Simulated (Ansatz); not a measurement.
Program: Ansatz. Geometries: PBE0-D4/def2-TZVP. ΔE: electronic, gas phase. CBS: MP2 limit from def2 TZ/QZ plus the TZ coupled-cluster correction, frozen cores. This one scheme is used for every species. DFT in def2-TZVPP. For Ge outer-core shells are correlated without core-valence functions, which leaves a few kJ/mol of doubt a bond. Scalar relativity is left out up to krypton. Each species was taken in one conformer, which may not be the lowest.

Reaction (formal hydrolysis of a Ge–F bond): `[F][Ge]([F])([Cl])[Cl]` + H₂O → `[OH][Ge]([F])([Cl])[Cl]` + H–F

`[F][Ge]([F])([Cl])[Cl]`:

Z-matrix (Å, degrees):
```
Ge
F 1 1.705
Cl 1 2.097 2 109.3
Cl 1 2.097 2 109.3 3 -124.5
F 1 1.705 2 106.2 3 117.8
```

H₂O:

Cartesian coordinates in Å:
```
O 0.219 0.291 -0.138
H 0.300 -0.150 0.711
H -0.519 -0.141 -0.573
```

`[OH][Ge]([F])([Cl])[Cl]`:

```xyz
6

O     0.274   -0.092    1.412
Ge   -0.053    0.180   -0.276
F     1.415    0.127   -1.162
Cl   -1.296   -1.318   -1.103
Cl   -0.877    2.101   -0.474
H     0.536   -0.998    1.603
```

H–F:

```xyz
2

F     0.357   -0.251    0.144
H    -0.357    0.251   -0.144
```

Is it downhill or uphill in electronic energy at CCSD(T)/CBS, and by how much? (Estimate.)

Ansatz gave: Uphill: ΔE = +3.6 kcal/mol.

What do these levels give: PBE0-D4, r2SCANh-D4, r2SCAN0-D4, CAM-B3LYP-D4, BHLYP, CAM-B3LYP? (Best estimate.)

Ansatz gave: PBE0-D4 4.0, r2SCANh-D4 4.8, r2SCAN0-D4 4.5, CAM-B3LYP-D4 4.9, BHLYP 5.2, CAM-B3LYP 5.3 kcal/mol.

What do rigid-rotor, harmonic-oscillator terms from PBE0-D4/def2-TZVP frequencies (298.15 K, 1 bar) make of the CCSD(T)/CBS value? (Best estimate.)

Computed: ΔZPE = -0.5 kcal/mol, ΔH = +3.3 kcal/mol, ΔS = 5 J/(mol·K), ΔG = +3.0 kcal/mol.

Largest T1 diagnostic among the species: 0.011.

The D4 term adds −0.8 kcal/mol with B3LYP and −0.4 kcal/mol with PBE0; it sums over pairs of atoms, weighted by their polarisabilities, and B3LYP, whose exchange is more repulsive, gets the larger term. In def2-TZVPP, CCSD(T) changes the Hartree–Fock value by −1.9 kcal/mol (the triples alone add −0.2 kcal/mol) and MP2 by −2.5 kcal/mol.

B3LYP here is the variant with VWN-RPA as its local correlation; programs differ in this.
